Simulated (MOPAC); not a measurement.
Input file for MOPAC: PM3 on FGeH3O (SMILES [OH][GeH2][F]), a point of a bond scan (R = 2.672 Å).

```
PM3 1SCF PRECISE CHARGE=0 THREADS=1
FGeH3O

Ge    -0.22747459 1    -0.25087345 1     0.02663045 1
O      1.45573431 1    -0.40020062 1    -0.50453156 1
F     -0.54577123 1     1.44651198 1     0.30987347 1
H     -1.72774619 1    -1.03045605 1    -2.04197530 1
H     -0.46978155 1    -0.93226496 1     1.38080844 1
H      2.09980761 1    -0.16043852 1     0.16983856 1
```

It printed:

```
*******************************************************************************
 **                                                                           **
 **                              MOPAC v23.2.5                                **
 **                                                                           **
 *******************************************************************************
 ** MOPAC's Digital Object Identifier: https://doi.org/10.5281/zenodo.6511958 **
 **                                                                           **
 ** Please cite the open-source release paper for use of this MOPAC version:  **
 ** J. E. Moussa and J. J. P. Stewart (2026)                                  **
 ** MOPAC: An open-source semiempirical molecular orbital program             **
 ** J. Open Source Softw., 11(119), 8025, https://doi.org/10.21105/joss.08025 **
 *******************************************************************************

                              PM3 CALCULATION RESULTS

 *******************************************************************************
 *  PM3        - The PM3 Hamiltonian to be used
 *
 *
 *
 *                 CHARGE ON SYSTEM = 0
 *
 *
 *
 *  PRECISE    - TIGHTER CRITERIA TO BE USED
 *  1SCF       - DO 1 SCF AND THEN STOP
 *  THREADS=1  - MULTI-THREADING NOT USED
 *  T=         - A TIME OF 172800.0 SECONDS REQUESTED
 *  DUMP=N     - RESTART FILE WRITTEN EVERY 7200.0 SECONDS REQUESTED
 *******************************************************************************
PM3 1SCF PRECISE CHARGE=0 THREADS=1
 FGeH3O

   ATOM   CHEMICAL          X               Y               Z
  NUMBER   SYMBOL      (ANGSTROMS)     (ANGSTROMS)     (ANGSTROMS)

     1      Ge         -0.22747459  *  -0.25087345  *   0.02663045  *
     2       O          1.45573431  *  -0.40020062  *  -0.50453156  *
     3       F         -0.54577123  *   1.44651198  *   0.30987347  *
     4       H         -1.72774619  *  -1.03045605  *  -2.04197530  *
     5       H         -0.46978155  *  -0.93226496  *   1.38080844  *
     6       H          2.09980761  *  -0.16043852  *   0.16983856  *



          CARTESIAN COORDINATES

    NO.       ATOM           X           Y           Z

     1        Ge         -0.2275     -0.2509      0.0266
     2         O          1.4557     -0.4002     -0.5045
     3         F         -0.5458      1.4465      0.3099
     4         H         -1.7277     -1.0305     -2.0420
     5         H         -0.4698     -0.9323      1.3808
     6         H          2.0998     -0.1604      0.1698

  H: (PM3): J. J. P. STEWART, J. COMP. CHEM. 10, 209 (1989).
  O: (PM3): J. J. P. STEWART, J. COMP. CHEM. 10, 209 (1989).
  F: (PM3): J. J. P. STEWART, J. COMP. CHEM. 10, 209 (1989).
 Ge: (PM3): J. J. P. STEWART, J. COMP. CHEM. 12, 320-341 (1991).

           Empirical Formula: H3 O Ge F  =     6 atoms



      MOLECULAR POINT GROUP   :   C1


      RHF CALCULATION, NO. OF DOUBLY OCCUPIED LEVELS = 10


 -------------------------------------------------------------------------------
 PM3 1SCF PRECISE CHARGE=0 THREADS=1
 FGeH3O



     1SCF WAS SPECIFIED, SO BFGS WAS NOT USED
     SCF FIELD WAS ACHIEVED


                              PM3 CALCULATION
                                                       MOPAC v23.2.5 Linux




          FINAL HEAT OF FORMATION =        -30.55378 KCAL/MOL =    -127.83702 KJ/MOL


          COSMO AREA              =        101.34 SQUARE ANGSTROMS
          COSMO VOLUME            =         85.59 CUBIC ANGSTROMS

          IONIZATION POTENTIAL    =          9.704759 EV
          HOMO LUMO ENERGIES (EV) =         -9.705 -2.200
          NO. OF FILLED LEVELS    =         10
          MOLECULAR WEIGHT        =        110.6115         POINT GROUP:  C1

          MOLECULAR DIMENSIONS (Angstroms)

            Atom       Atom       Distance
            H     6    H     4     4.50547
            O     2    F     3     2.68116
            H     5    O     2     2.24538


          SCF CALCULATIONS        =          1





   ATOM   CHEMICAL          X               Y               Z
  NUMBER   SYMBOL      (ANGSTROMS)     (ANGSTROMS)     (ANGSTROMS)

     1      Ge         -0.22747459  *  -0.25087345  *   0.02663045  *
     2       O          1.45573431  *  -0.40020062  *  -0.50453156  *
     3       F         -0.54577123  *   1.44651198  *   0.30987347  *
     4       H         -1.72774619  *  -1.03045605  *  -2.04197530  *
     5       H         -0.46978155  *  -0.93226496  *   1.38080844  *
     6       H          2.09980761  *  -0.16043852  *   0.16983856  *

                             CARTESIAN COORDINATES

   1   Ge       -0.227474590    -0.250873450     0.026630450
   2    O        1.455734310    -0.400200620    -0.504531560
   3    F       -0.545771230     1.446511980     0.309873470
   4    H       -1.727746190    -1.030456050    -2.041975300
   5    H       -0.469781550    -0.932264960     1.380808440
   6    H        2.099807610    -0.160438520     0.169838560


           Empirical Formula: H3 O Ge F  =     6 atoms



      MOLECULAR POINT GROUP   :   C1


                  EIGENVALUES
 -35.39238 -20.34850 -16.88184 -16.53626 -15.67568 -15.47466 -13.94928 -12.53859
 -11.40060  -9.70476  -2.19981   0.52125   0.53200   1.95604   5.07032


              NET ATOMIC CHARGES AND DIPOLE CONTRIBUTIONS

  ATOM NO.   TYPE          CHARGE      No. of ELECS.   s-Pop       p-Pop
    1         Ge           0.621490        3.3785     0.83893     2.53958
    2          O          -0.485484        6.4855     1.77822     4.70726
    3          F          -0.305367        7.3054     1.66840     5.63696
    4          H           0.054980        0.9450     0.94502
    5          H          -0.092476        1.0925     1.09248
    6          H           0.206856        0.7931     0.79314
 DIPOLE           X         Y         Z       TOTAL
 POINT-CHG.    -1.434    -1.955    -0.182     2.431
 HYBRID         0.780     0.374     0.645     1.079
 SUM           -0.654    -1.581     0.463     1.772


          ATOMIC ORBITAL ELECTRON POPULATIONS

     Atom    s        px        py        pz
    1 Ge   0.83893   0.80930   0.75565   0.97463
    2  O   1.77822   1.28451   1.88996   1.53279
    3  F   1.66840   1.95864   1.71668   1.96163
    4  H   0.94502
    5  H   1.09248
    6  H   0.79314

 **********************
 *                    *
 * JOB ENDED NORMALLY *
 *                    *
 **********************




 == MOPAC DONE ==
```

The run finished.

Cost: very roughly 0.020 core-seconds.
